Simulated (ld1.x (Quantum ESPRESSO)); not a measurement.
Which change was made? (W, ultrasoft)

| Property | Result |
| --- | --- |
| Element | W |
| Generator | ld1.x (Quantum ESPRESSO) 7.5 |
| Type | ultrasoft |
| Functional | BLYP |
| Relativity | scalar-relativistic |
| Frozen core | [Xe] 4f14 |
| Valence charge | 6 |
| Reference configuration | 5d4 6s0.5 6p0 (charge +1.5) |
| Partial waves | 6s (bound): rcut 2.30, rcutus 2.45 bohr; 6s channel at -0.45 Ry: rcut 2.30, rcutus 2.45 bohr; 6p (bound, empty): rcut 2.65, rcutus 3.25 bohr; 6p channel at -0.3 Ry: rcut 2.65, rcutus 3.25 bohr; 5d (bound): rcut 1.55, rcutus 1.75 bohr; 5d channel at 0.7 Ry: rcut 1.55, rcutus 1.75 bohr |
| Local potential | all-electron potential smoothed inside 2.20 bohr (lloc = -1) |
| Core correction | a·sin(br)/r model core, default radius (core density twice the valence density) |
| Augmentation charge | PSQ, inside the norm-conserving radii |

Cutoffs, loose and tight: the cutoffs (Ry, on a coarse ladder) from which the occupation-weighted sum of valence levels, in a spherical-Bessel basis at the reference potential, stays within 10 and 1 mRy of its value at 400 Ry. They do not see the model core or the augmentation charge, which bear on the density cutoff. Test errors are all-electron minus pseudo excitation energies from the reference, over the configurations 5d4 6s2 6p0; 5d4 6s1 6p0; 5d4 6s0 6p0; 5d4 6s0 6p2; 5d5 6s1 6p0; 5d4 6s0 6p1; 5d4.5 6s1.5 6p0; variants that change the core or the reference have their own tests. The largest error is taken over the tests solved by every variant that gives reliable tests at all, those not shown here included: 5d4 6s0 6p0; 5d4 6s0 6p1; 5d4 6s0 6p2; 5d4 6s1 6p0; 5d4 6s2 6p0; 5d4.5 6s1.5 6p0; 5d5 6s1 6p0.

The base gives: outcome: generated; cutoff, loose: 30 Ry; cutoff, tight: 45 Ry; bound ghosts: s; largest test error (meV): +483.

(1) After one change the result is: outcome: generated, overlap not positive; bound ghosts: not determined (overlap not positive); largest test error (meV): test run stopped at test 1 of 7 (negative rho). Which change was it?
A. core [Kr] 4d10 4f14 5s2, valence charge 12; reference 5p6 5d4 6s2 6p0; waves now 6s (bound): rcut 2.15, rcutus 2.95 bohr; 6s channel at -0.45 Ry: rcut 2.15, rcutus 2.95 bohr; 5p (bound): rcut 1.65, rcutus 1.90 bohr; 6p (bound): rcut 1.65, rcutus 1.90 bohr; 5d (bound): rcut 2.25, rcutus 2.40 bohr; 5d channel at 0.7 Ry: rcut 2.25, rcutus 2.40 bohr; local potential all-electron potential smoothed inside 2.80 bohr (lloc = -1); core correction Bessel-smoothed model core, default radius (core density twice the valence density)
B. local potential all-electron potential smoothed inside 3.25 bohr (lloc = -1)
C. all radii but the core radius scaled by about 0.79 (s 1.94, p 2.58, d 1.38 bohr, rcut 1.82/2.10/1.22); local potential all-electron potential smoothed inside 1.74 bohr (lloc = -1)
D. reference 5d5 6s1 6p0

## Answers

(1) D. The others give: all radii but the core radius scaled by about 0.79 (s 1.94, p 2.58, d 1.38 bohr, rcut 1.82/2.10/1.22); local potential all-electron potential smoothed inside 1.74 bohr (lloc = -1) → outcome: failed: run_pseudo: Errors in PS-KS equation | local potential all-electron potential smoothed inside 3.25 bohr (lloc = -1) → outcome: generated; cutoff, loose: 30 Ry; cutoff, tight: 50 Ry; bound ghosts: s; largest test error (meV): -20 | core [Kr] 4d10 4f14 5s2, valence charge 12; reference 5p6 5d4 6s2 6p0; waves now 6s (bound): rcut 2.15, rcutus 2.95 bohr; 6s channel at -0.45 Ry: rcut 2.15, rcutus 2.95 bohr; 5p (bound): rcut 1.65, rcutus 1.90 bohr; 6p (bound): rcut 1.65, rcutus 1.90 bohr; 5d (bound): rcut 2.25, rcutus 2.40 bohr; 5d channel at 0.7 Ry: rcut 2.25, rcutus 2.40 bohr; local potential all-electron potential smoothed inside 2.80 bohr (lloc = -1); core correction Bessel-smoothed model core, default radius (core density twice the valence density) → outcome: generated; cutoff, loose: 25 Ry; cutoff, tight: 40 Ry; bound ghosts: none; largest test error (meV): -51 over the solved tests; 1 of 7 tests not solved or not reliable. A file whose overlap is not positive is unfit for use, and its test errors describe a broken file.
